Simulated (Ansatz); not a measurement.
`C[Se][Sn]([Cl])([Cl])[Se]C`, 13 atoms. Total charge 0; spin multiplicity 1. Correlated methods include outer-core shells of Se, Sn, which these sets cover unevenly. Scalar relativity is left out up to krypton. Sn takes the def2 core potential. Hardware: A = 4 threads of an AMD EPYC 7R13 on a shared host; B = 4 threads of an AMD EPYC 7R13 on a shared host and a share of an NVIDIA H100 80 GB. Correlated methods freeze the cores.

Give the basis size and wall time and peak host memory of each of these runs in Ansatz. RHF-CCSD(T)/def2-TZVPP energy [B]; RKS SPW92 (LDA)/def2-TZVPP energy [B]; RKS ωB97M-V/def2-QZVPP energy [B]; RKS PBE0-D4/def2-QZVPP energy [B]; direct RPA on PBE orbitals/def2-TZVPP energy [B]; RKS PBE0-D4/def2-TZVP frequencies [B]; RKS r2SCAN0-D4/def2-TZVPP energy [B]; RKS B3LYP-D4/def2-TZVPP energy and forces [B]; RKS PBE0-D4/def2-SVP energy [A]; RHF-MP2/def2-QZVPP energy [B]; RHF-CCSD(T)/def2-SVP energy [B]; RKS B97M-V/def2-TZVPP energy [B]. (Estimate.)

Computed: Other jobs shared the machine, so times are rough.

```json
{"level": "RKS PBE0-D4/def2-SVP", "job": "energy [A]", "functions": "184", "wall time": "4.2 s", "peak host memory (GiB)": "0.78"}
{"level": "RKS B3LYP-D4/def2-TZVPP", "job": "energy and forces [B]", "functions": "376", "wall time": "7 s", "peak host memory (GiB)": "1.1"}
{"level": "RKS SPW92 (LDA)/def2-TZVPP", "job": "energy [B]", "functions": "376", "wall time": "7.5 s", "peak host memory (GiB)": "0.87"}
{"level": "RKS r2SCAN0-D4/def2-TZVPP", "job": "energy [B]", "functions": "376", "wall time": "8 s", "peak host memory (GiB)": "0.94"}
{"level": "RKS PBE0-D4/def2-QZVPP", "job": "energy [B]", "functions": "694", "wall time": "8 s", "peak host memory (GiB)": "1.3"}
{"level": "RKS B97M-V/def2-TZVPP", "job": "energy [B]", "functions": "376", "wall time": "8.5 s", "peak host memory (GiB)": "0.99"}
{"level": "direct RPA on PBE orbitals/def2-TZVPP", "job": "energy [B]", "functions": "376", "wall time": "9 s", "peak host memory (GiB)": "1.7"}
{"level": "RHF-MP2/def2-QZVPP", "job": "energy [B]", "functions": "694", "wall time": "9.5 s", "peak host memory (GiB)": "1.3"}
{"level": "RHF-CCSD(T)/def2-SVP", "job": "energy [B]", "functions": "184", "wall time": "11 s", "peak host memory (GiB)": "0.81"}
{"level": "RKS ωB97M-V/def2-QZVPP", "job": "energy [B]", "functions": "694", "wall time": "15 s", "peak host memory (GiB)": "1.4"}
{"level": "RHF-CCSD(T)/def2-TZVPP", "job": "energy [B]", "functions": "376", "wall time": "41 s", "peak host memory (GiB)": "0.88"}
{"level": "RKS PBE0-D4/def2-TZVP", "job": "frequencies [B]", "functions": "318", "wall time": "3.3 min", "peak host memory (GiB)": "1.1"}
```

B3LYP here is the variant with VWN-RPA as its local correlation; programs differ in this.
